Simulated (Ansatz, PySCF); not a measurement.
H₅W, SMILES [WH5+] (connectivity only; charge and spin as stated), charge +1, multiplicity 1. Atoms are numbered in the order given.

```xyz
6

W     -0.2880     0.0000     0.0000
H      0.6022     0.0000     1.4187
H      0.6022     0.0000    -1.4187
H      1.3653     0.0000     0.0000
H     -1.1408     1.4671     0.0000
H     -1.1408    -1.4671     0.0000
```
Charge +1, spin multiplicity 1.

Geometry optimised at B3LYP-D3(BJ)/def2-TZVPD. The spin state was assumed, not searched. The def2 effective core potentials stand for the cores of W; spin–orbit coupling is left out.

Two levels are set side by side: PBE-D3(BJ)/def2-TZVPD (Ansatz, a quantum-chemistry and plane-wave program) and B3LYP-D3(BJ)/def2-TZVPD (Ansatz). Each level has its own optimised geometry; the coordinates shown are those of the second. Frequencies come from the Hessian of PySCF at each geometry. Differences are taken from unrounded values.

| quantity | B3LYP-D3(BJ) | PBE-D3(BJ) | PBE-D3(BJ) minus B3LYP-D3(BJ) |
|---|---|---|---|
| mean bond length (Å) | 1.679 | 1.685 | 0.005 |
| bond W1–H2 (Å) | 1.675 | 1.680 | 0.005 |
| bond W1–H3 (Å) | 1.675 | 1.680 | 0.005 |
| bond W1–H4 (Å) | 1.653 | 1.658 | 0.005 |
| bond W1–H5 (Å) | 1.697 | 1.703 | 0.006 |
| bond W1–H6 (Å) | 1.697 | 1.703 | 0.006 |
| highest harmonic wavenumber (cm⁻¹) | 2122 | 2085 | -37 |
| mean harmonic wavenumber (cm⁻¹) | 1306 | 1284 | -22 |
| zero-point energy (kcal/mol) | 22.40 | 22.03 | -0.37 |

GGA bonds tend to be longer and softer than those of functionals with exact exchange. Differences between two approximate levels are no errors against the true value.
